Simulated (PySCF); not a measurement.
Spectra and structures to be paired. Theory: TDDFT B3LYP/def2-SVPD, vertical, gas phase, core orbitals frozen in the response (PySCF). Geometries: GFN2-xTB; one conformer of each isolated species. Triplets are in the Tamm–Dancoff approximation.

A. `C=CCCCl`
B. `O=C=PCCC(F)(F)F`
C. `[SiH3]O[SiH2]S[SiH2]S`
D. `S=P12C=CC(C=C1)C=C2`

Lowest singlet levels (six at most, fewer where fewer were computed) with oscillator strengths:

1. 2.81 eV (f 0.001); 4.85 eV (f 0.008); 5.97 eV (f 0.032); 6.17 eV (f 0.008); 6.52 eV (f 0.009); 6.61 eV (f 0.317); T1 2.46 eV
2. 6.70 eV (f 0.116); 6.83 eV (f 0.001); 7.05 eV (f 0.058); 7.31 eV (f 0.199); 7.61 eV (f 0.014); 7.71 eV (f 0.034); T1 4.51 eV
3. 5.29 eV (f 0.000); 5.35 eV (f 0.001); 5.59 eV (f 0.000); 5.64 eV (f 0.013); 6.23 eV (f 0.014); 6.43 eV (f 0.014); T1 5.10 eV
4. 3.87 eV (f 0.000); 3.94 eV (f 0.000 summed over 2 states); 4.04 eV (f 0.021); 4.70 eV (f 0.000 summed over 2 states); 5.52 eV (f 0.009 summed over 2 states); T1 3.57 eV

Task: Which spectrum belongs to which structure?

Result: 1 = B, 2 = A, 3 = C, 4 = D.
- A: S1 at 6.70 eV, HOMO→LUMO (52%), HOMO-2→LUMO (36%); Löwdin shares by element: HOMO carbon 75% or more, chlorine 8% (atoms not listed hold the other 17%); LUMO carbon 62% or more, chlorine 14% (atoms not listed hold the other 24%); HOMO -7.61 and LUMO -0.46 eV.
- B: S1 at 2.81 eV, HOMO→LUMO (100%); Löwdin shares by element: HOMO phosphorus 46%, carbon 32% or more, oxygen 16%; LUMO carbon 47% or more, oxygen 28%, phosphorus 20%; HOMO -6.77 and LUMO -2.47 eV.
- C: S1 at 5.29 eV, HOMO→LUMO (97%); Löwdin shares by element: HOMO (one of a set within 0.03 eV) sulfur 70% or more, silicon 18% or more; LUMO silicon 31% or more, sulfur 30% (atoms not listed hold the other 39%); HOMO -7.28 and LUMO -0.95 eV.
- D: S1 at 3.87 eV, HOMO-1/HOMO→LUMO/LUMO+1 (≥89%); Löwdin shares by element: HOMO (one of a set within 0.03 eV) sulfur 74%, phosphorus 16%; LUMO (one of a set within 0.03 eV) carbon 64% or more (atoms not listed hold the other 36%); HOMO -6.33 and LUMO -1.57 eV; point group C3v, 5 of its 8 listed states under f = 0.0005.

A slash joins orbitals within 0.01 eV of each other, whose weights are summed (≥ marks a lower bound).
